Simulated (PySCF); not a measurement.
Working out the ionisation energy of Se

Se [Ar] 3d10 4s2 4p4 (3P) → Se⁺ [Ar] 3d10 4s2 4p3 (4S). All numbers are calculated (PySCF 2.14, scalar relativity through the core potential, in aug-cc-pwCVTZ-PP with ECP10MDF). Frozen: 3s2 3p6 3d10. Energies in hartree (1 hartree = 27.21139 eV):

```json
{"part": "UHF", "Se (lower)": "-371.862942", "Se⁺ (upper)": "-371.548846"}
{"part": "CCSD correlation", "Se (lower)": "-0.122949", "Se⁺ (upper)": "-0.092413"}
{"part": "(T)", "Se (lower)": "-0.004075", "Se⁺ (upper)": "-0.002749"}
```

Problem. What does Hartree-Fock give?

Solution. (-371.548846) − (-371.862942) = 0.314096 hartree = 8.547 eV.

Problem. What do CCSD and CCSD(T) give?

Solution. The CCSD correlation energies differ by 0.030536 hartree = 0.831 eV and the triples by 0.001326 hartree = 0.036 eV, so CCSD gives 9.378 eV and CCSD(T) 9.414 eV.

Measured between the centres of the two terms (NIST): 9.635 eV, so CCSD(T) (valence) is off by -0.221 eV.

What remains against the reference includes basis incompleteness, the frozen core and higher excitations.
